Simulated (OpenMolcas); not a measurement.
Ag3+ in a point-charge field

Ag3+ among 2 point charges of -1.6 e arranged as a linear pair (D∞h), 1.83 Å from the ion.

| Quantity | Value |
| --- | --- |
| Program | OpenMolcas 26.06 |
| Method | CASSCF |
| Basis | ANO-RCC-VTZP [7s6p4d2f1g] |
| Scalar Hamiltonian | DKH2, point nucleus |
| Active space | 8 electrons in 5 orbitals (4d) |
| State averaging | 2S+1 = 3 even, 10 roots; 2S+1 = 1 even, 15 roots |
| Spin-orbit coupling | state interaction with AMFI integrals over the reference wave functions |

The lowest spin-free states (labels by Λ), above the lowest:

```
State  Degeneracy  E (cm-1)  Free-ion L (%)
   3Π           2       0.0          F (82)
   3Σ           1      1792          F (93)
   3Δ           2      4054         F (100)
   1Σ           1      8891          G (54)
   3Φ           2      9772         F (100)
   1Π           2     13148          G (63)
   1Δ           2     16019          D (90)
   3Π           2     19720          P (82)
   1Δ           2     23525          G (90)
   1Σ           1     24014          D (49)
   1Π           2     25227          D (63)
   1Φ           2     30606         G (100)
   3Σ           1     32998          P (93)
   1Γ           2     39976         G (100)
   1Σ           1     61326          S (92)
```

The lowest levels with spin-orbit coupling:

| E (cm-1) | Degeneracy | 2S+1 | g |
| --- | --- | --- | --- |
| 0.0 | 1 | 3 |  |
| 186.8 | 2 | 3 | 0.00 0.00 2.44 |
| 348.2 | 2 | 3 | 0.00 0.00 5.77 |
| 3150 | 1 | 3 |  |
| 3932 | 2 | 3 | 0.00 0.00 7.91 |
| 5008 | 2 | 3 | 0.00 0.00 3.30 |
| 5694 | 1 | 3 |  |
| 6337 | 2 | 3 | 0.00 0.00 4.17 |
| 8224 | 2 | 3 | 0.00 0.00 0.30 |
| 9048 | 2 | 3 | 0.00 0.00 10.00 |
| 12059 | 1 | 1 (87 %) |  |
| 12311 | 2 | 3 | 0.00 0.00 6.09 |
| 13481 | 2 | 3 (75 %) | 0.00 0.00 2.61 |
| 15682 | 2 | 1 (89 %) | 0.00 0.00 1.97 |
| 18901 | 2 | 3 (57 %) | 0.00 0.00 4.19 |
| 21182 | 2 | 3 (82 %) | 0.00 0.00 2.02 |
| 21959 | 2 | 3 (63 %) | 0.00 0.00 5.16 |
| 22056 | 1 | 3 (89 %) |  |
| 22828 | 1 | 3 |  |
| 26230 | 2 | 1 | 0.00 0.00 4.12 |

Powder χT (cm3 K/mol): 0.0479 at 2 K, 0.239 at 10 K, 1.19 at 50 K, 2.11 at 100 K, 2.79 at 200 K, 2.95 at 300 K. The effective moment at 300 K is 2.828 √(χT) = 4.86 μB.

The lowest level has 2S+1 = 3, for which the spin-only value is χT = S(S+1) / 2 = 1.000 cm3 K/mol (g = 2). The computed 2.952 at 300 K differs by +1.952, through orbital momentum, spin-orbit coupling and any other state in reach.

Spin-orbit coupling mixes the spin-free states strongly: the lowest level takes only 60 % from its leading state, 3Π. Without dynamic correlation the repulsion within the d shell is too large (B by tens of per cent), so at a given field states of lower spin stand too high. Real 4d8 and 5d8 ions are as a rule square planar and diamagnetic. Point charges carry no covalency, so the field is a model and not that of real ligands. No measured value stands beside these numbers.

With an even number of electrons the g values are those of a degenerate or nearly degenerate non-Kramers pair.
